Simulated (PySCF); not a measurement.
Job file and geometry (Å, from GFN2-xTB) of an NMR shielding run on `CN(C)[SiH2]S[SiH3]`, C$_{2}$H$_{11}$NSSi$_{2}$, GIAO PBE0/pcSseg-1 NMR shielding, non-relativistic, gas phase in PySCF 2.14.0, density-fitted response routines; density fitting, a coarse starting grid and PySCF grid level 2 are the driver's defaults:

```
$ OMP_NUM_THREADS=1 python probes_run.py task.json out

{"job": {"kind": "nmr", "xc": "PBE0", "basis": "pcSseg-1"}, "charge": 0, "multiplicity": 1}
C     -0.980102     0.951901    -0.805879
N     -0.876108    -0.138081     0.137329
C     -2.105540    -0.359171     0.857860
Si     0.249696    -1.419260    -0.036731
S      2.087047    -0.613380    -0.805519
Si     2.762647     0.682896     0.757686
H     -1.767690     0.770489    -1.545752
H     -1.217697     1.877413    -0.273348
H     -0.035112     1.077403    -1.329174
H     -1.957113    -1.131735     1.607865
H     -2.415632     0.563658     1.355429
H     -2.914661    -0.674358     0.188705
H     -0.046737    -2.474279    -1.005435
H      0.467763    -1.942955     1.307957
H      3.007840    -0.112061     1.956073
H      3.981404     1.250222     0.206727
H      1.752996     1.703327     1.014142
```

**Question.** Write the output of this run.

**Answer.** 
```
coarse grid: 14928 points
cycle   1  E = -1114.1336579421  dE =  3.594e-01  |g| = 3.756e-01  |ddm| = 3.602e+00
cycle   2  E = -1114.1201911259  dE =  1.347e-02  |g| = 4.588e-01  |ddm| = 9.691e-01
cycle   3  E = -1114.1702253536  dE = -5.003e-02  |g| = 6.726e-02  |ddm| = 5.587e-01
cycle   4  E = -1114.1709585861  dE = -7.332e-04  |g| = 3.032e-02  |ddm| = 8.599e-02
cycle   5  E = -1114.1711609462  dE = -2.024e-04  |g| = 4.347e-03  |ddm| = 3.419e-02
cycle   6  E = -1114.1711650967  dE = -4.150e-06  |g| = 9.094e-04  |ddm| = 6.395e-03
final grid: 128104 points
cycle   7  E = -1114.2048099083  dE = -2.484e-05  |g| = 6.982e-03  |ddm| = 2.255e-02
cycle   8  E = -1114.2048022776  dE =  7.631e-06  |g| = 8.847e-03  |ddm| = 1.577e-02
cycle   9  E = -1114.2048215789  dE = -1.930e-05  |g| = 1.138e-03  |ddm| = 9.648e-03
cycle  10  E = -1114.2048218341  dE = -2.552e-07  |g| = 1.854e-04  |ddm| = 1.024e-03
cycle  11  E = -1114.2048218411  dE = -6.992e-09  |g| = 3.095e-05  |ddm| = 1.779e-04
cycle  12  E = -1114.2048218414  dE = -2.383e-10  |g| = 9.844e-06  |ddm| = 5.580e-05
converged SCF energy = -1114.2048218414

GIAO shielding tensors (ppm)
atom      isotropic    diamagn.    paramagn.     s11        s22        s33       span
  0 C      149.150     246.936     -97.785    125.063    136.526    185.862     60.799
  1 N      246.161     329.130     -82.969    219.647    253.138    265.698     46.051
  2 C      147.052     243.549     -96.496    122.201    132.424    186.532     64.332
  3 Si     371.646     881.892    -510.246    311.185    368.611    435.143    123.958
  4 S      801.097    1061.551    -260.455    705.095    828.328    869.867    164.771
  5 Si     407.100     880.144    -473.045    369.304    396.384    455.611     86.307
  6 H       29.589      30.274      -0.685     25.263     26.680     36.824     11.561
  7 H       29.433      31.126      -1.693     25.424     26.727     36.148     10.724
  8 H       28.110      32.083      -3.973     21.908     30.614     31.809      9.901
  9 H       28.946      29.776      -0.830     24.298     27.179     35.361     11.063
 10 H       29.153      29.244      -0.091     24.616     26.622     36.223     11.608
 11 H       29.227      28.367       0.860     24.488     26.678     36.515     12.027
 12 H       26.442      29.971      -3.528     21.573     24.886     32.867     11.293
 13 H       26.641      31.516      -4.875     22.846     25.376     31.699      8.853
 14 H       27.081      29.310      -2.229     23.221     24.829     33.194      9.973
 15 H       27.112      28.831      -1.719     23.093     24.674     33.569     10.475
 16 H       27.139      30.666      -3.527     22.381     27.006     32.031      9.650
```

Size and cost of the density-fitted run: 178 basis functions, 31 s wall time on 1 thread of an Arm Neoverse V1, shared host; peak memory 0.81 GiB.
